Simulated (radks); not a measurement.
Q: These are the eigenvalues of the occupied orbitals of an atom or ion with whole-number occupations (eV). Calculated with a radial shooting solver on a logarithmic mesh with Libxc functionals: non-relativistic Kohn-Sham, LB94 model potential, spin-polarised, spherical densities, point nucleus.

1s down: -37703.43
1s up: -37695.76
2s up: -8919.475
2s down: -8887.216
2p up: -8785.497

Which element is it, and in what charge state? The configuration may be excited. Open shells, if any, are filled with parallel spins first.

A: Z = 54, xenon, charge +49: Xe49+ in [He] 2s2 2p1. The list shows which subshells hold electrons but not how many an open one holds; the 1s level, -1385.6 hartree, gives Z - s = 52.6 by -(Z - s)^2/2, which with screening narrows Z to a few neighbours, and the depths of the outer levels then fix element, charge and occupations together.
